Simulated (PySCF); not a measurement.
Dipole response of Co²⁺ (cobalt, charge +2)

[Ar] 3d7, high-spin 4F determinant. Calculation: PySCF 2.14, in aug-cc-pVQZ (9s8p6d4f3g2h, 140 functions); no relativity, point nucleus. Coupled (time-dependent) response in atomic units; α is the mean over directions.

```
method  mean α (bohr³)  C₆ (like pair)  S(−4)
  PBE0           3.388           9.606  6.028
```

S(−4) is the Cauchy moment in α(ω) = α(0) + S(−4) ω² + …

α(iu) at PBE0:

| u (hartree) | α(iu) (bohr³) |
| --- | --- |
| 0 | 3.388 |
| 0.0500 | 3.373 |
| 0.100 | 3.329 |
| 0.200 | 3.174 |
| 0.300 | 2.966 |
| 0.500 | 2.530 |
| 0.750 | 2.081 |
| 1.00 | 1.747 |
| 1.50 | 1.293 |
| 2.00 | 1.0000 |
| 3.00 | 0.6498 |
| 5.00 | 0.3377 |

A single London oscillator, α(iu) = α/(1 + u²/ω²), gives C₆ = (3/4) ω α². Matching the computed C₆ needs ω = 4 × 9.606 / (3 × 3.388²) = 1.12 hartree.

For an ion, C₆ is the dispersion term alone; charge-induced terms of lower order in 1/R come first.
